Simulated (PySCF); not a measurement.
C8H5ClO2S.
Bonds: C1–C2 (triple), C2–C3, C3–C4 (aromatic), C4–C5 (aromatic), C5–C6 (aromatic), C6–C7 (aromatic), C7–C8 (aromatic), C8–S9, S9–O10 (double), S9–O11 (double), S9–Cl12, C3–C8 (aromatic). Hydrogens: H13 on C1; H14 on C4; H15 on C5; H16 on C6; H17 on C7.

Probes without a nucleus sit at each ring's centroid and 1 Å off its mean plane on both sides; NICS is minus the shielding there, NICSzz its component along the normal. Level: GIAO PBE0/pcSseg-1 (PySCF, non-relativistic, gas phase) on the GFN2-xTB geometry, one conformer.

Ring bond lengths (Å), with Mayer bond orders in brackets: C3–C4 1.398 (1.42), C4–C5 1.383 (1.45), C5–C6 1.389 (1.42), C6–C7 1.386 (1.42), C7–C8 1.376 (1.43), C8–C3 1.389 (1.27).

Q: Give the NICS values of each ring in ppm.

A: 
```
             ring                                              type  NICS(0)  NICS(1), two faces  NICS(1)zz, two faces  rms pucker (Å)  centre to ring atoms, mean (Å)
C3–C4–C5–C6–C7–C8  6-membered carbocycle; formal bonds all aromatic     -9.4       -11.3 / -11.2         -26.4 / -26.5            0.00                            1.39
```

Q: What can be read from them?

A: 
- C3–C4–C5–C6–C7–C8: mean NICS(1)zz -26.4 ppm, shielded, aromatic by this magnetic criterion (flat ring, no four-coordinate atom).

Q: And the bond-length index? HOMA = 1 − mean of α(R − Ropt)² over the ring bonds, with Krygowski's 1993 parameters (CC: Ropt 1.388 Å, α 257.7 Å⁻²).

A: 
- C3–C4–C5–C6–C7–C8: HOMA 0.99 = 1 − EN − GEO, with mean bond length 1.387 Å, EN = α(Ropt − mean)² = 0.000 and GEO = α × variance = 0.011. The geometric and the magnetic index point the same way.

Q: At the second NICS(1) probe listed for ring C3–C4–C5–C6–C7–C8, 1 Å off the ring, what do the in-plane components average?

A: The isotropic value is a third of the trace: (3 × -11.2 − (-26.5))/2 = -3.5 ppm.

Q: Give the inner angles of the rings and the Hirshfeld charges of the ring atoms.

A: 
- C3–C4–C5–C6–C7–C8: C3 117.8° (+0.013 e), C4 120.0° (-0.025 e), C5 120.9° (-0.025 e), C6 119.6° (-0.030 e), C7 118.9° (-0.033 e), C8 122.7° (-0.029 e); sum 720.0° against 720° for a flat convex ring.

Q: What are the shieldings of the ring atoms and their hydrogens in the same run (means over atoms taken as equivalent)?

A: 
| atoms | environment | σ isotropic (ppm) |
| --- | --- | --- |
| C3 | substituted aromatic carbon | 60.5 |
| C4 | aromatic CH carbon | 44.9 |
| C5 | aromatic CH carbon | 47.2 |
| C6 | aromatic CH carbon | 53.6 |
| C7 | aromatic CH carbon | 55.2 |
| C8 | substituted aromatic carbon | 32.5 |
| H14 | aromatic hydrogen | 23.65 |
| H15 | aromatic hydrogen | 23.84 |
| H16 | aromatic hydrogen | 23.97 |
| H17 | aromatic hydrogen | 23.51 |

The run took 72 s wall (grids of density and orbitals included) on one thread, Arm Neoverse V2 (aarch64), no GPU, shared host, and the process peaked at 1.1 GiB of memory. This is the whole shielding run at PBE0/pcSseg-1, SCF included.

Shape of the structure used: `[CH:1]#[C:2][c:3]1[cH:4][cH:5][cH:6][cH:7][c:8]1[S:9](=[O:10])(=[O:11])[Cl:12]`: C7–C8–S9–O10 -135°.
